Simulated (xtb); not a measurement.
Zn(iPr)(OH) (C3H8OZn), SMILES C[CH](C)[Zn][OH]. All values are semi-empirical tight-binding results from xtb (GFN2-xTB unless named), good for trends rather than for accurate numbers. Geometry optimised at GFN2-xTB. The structure was generated by enumeration; whether it is a known compound was not checked. Other conformers were not sampled.

Optimised geometry:

Bonds (Å): Zn1–C2 2.031, Zn1–O12 1.753, C2–C3 1.523, C2–C4 1.523, C2–H5 1.090, C3–H6 1.092, C3–H7 1.089, C3–H8 1.088, C4–H9 1.088, C4–H10 1.092, C4–H11 1.089, O12–H13 0.952. Angles (°): C2–Zn1–O12 132.9, Zn1–C2–C3 106.9, Zn1–C2–C4 108.2, Zn1–C2–H5 113.4, C3–C2–C4 110.6, C3–C2–H5 108.9, C4–C2–H5 108.8, C2–C3–H6 109.7, C2–C3–H7 111.1, C2–C3–H8 111.5, H6–C3–H7 107.8, H6–C3–H8 108.0, H7–C3–H8 108.6, C2–C4–H9 111.5, C2–C4–H10 109.6, C2–C4–H11 111.1, H9–C4–H10 108.0, H9–C4–H11 108.6, H10–C4–H11 107.8, Zn1–O12–H13 134.5.
Charge 0, spin multiplicity 1.

For metal compounds this method's bond lengths and energies can be far off.

**Question.** Estimate the properties. (The exact figures need the calculation; the answer reports its results.)

**Answer.** 
```
Item                                           Value
-------------------------------------  -------------
orbital gap                                  3.66 eV
zero-point energy                      64.6 kcal/mol
G − E(el) at 298.15 K (modified RRHO)  43.9 kcal/mol
```

**Question.** Give the atomic charges and the Wiberg bond orders between heavy atoms. (The exact figures need the calculation; the answer reports its results.)

**Answer.** charges (e) Zn1 0.28, C2 -0.07, C3 -0.11, C4 -0.11, H5 0.04, H6 0.05, H7 0.05, H8 0.04, H9 0.04, H10 0.05, H11 0.05, O12 -0.60, H13 0.28. Bond orders Zn1–C2 0.77, C2–C3 1.02, C2–C4 1.02, Zn1–O12 0.88.
